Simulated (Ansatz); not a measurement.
# A ladder of methods for GaCl (SMILES [Cl][Ga])

The species is GaCl (2 atoms), meant as a singlet with charge 0. SMILES: `[Cl][Ga]`. The shape is that of a PBE0-D4/def2-TZVP optimisation.

```jsonl
{"atom": "Cl", "x (Å)": "0.0000", "y (Å)": "0.0000", "z (Å)": "-0.0236"}
{"atom": "Ga", "x (Å)": "0.0000", "y (Å)": "0.0000", "z (Å)": "2.1922"}
```

Quantity: the energy change with the Cl1–Ga2 bond stretched from 2.216 to 5.421 Å, in eV. The values are calculated.

| level | kind | program | value (eV) | CPU time (all runs) |
| --- | --- | --- | --- | --- |
| HF/STO-3G (restricted) | Hartree–Fock | Ansatz | 7.05 | 1.5 s |
| SVWN5/STO-3G (restricted) | LDA | Ansatz | 5.79 | 29 s |
| BLYP/STO-3G (restricted) | GGA | Ansatz | 5.25 | 40 s |
| BHLYP/STO-3G (restricted) | global hybrid | Ansatz | 6.52 | 20 s |
| PBE0/STO-3G (restricted) | global hybrid | Ansatz | 6.10 | 79 s |
| CAM-B3LYP/STO-3G (restricted) | range-separated hybrid | Ansatz | 6.58 | 37 s |
| MP2/STO-3G (restricted) | perturbation theory | Ansatz | 6.33 | 3.1 s |

All-electron rows without a relativistic Hamiltonian named are non-relativistic. The first shape isn't each level's own minimum. The values span 5.25 to 7.05 eV. All rows use very small basis sets, so even the best lies far from the true value. In the correlated wave-function rows the outer d shell of Ga is correlated, in sets not made for it. CPU times are rough (shared hosts, several kinds of processor): they show what a rung costs within a factor of a few.
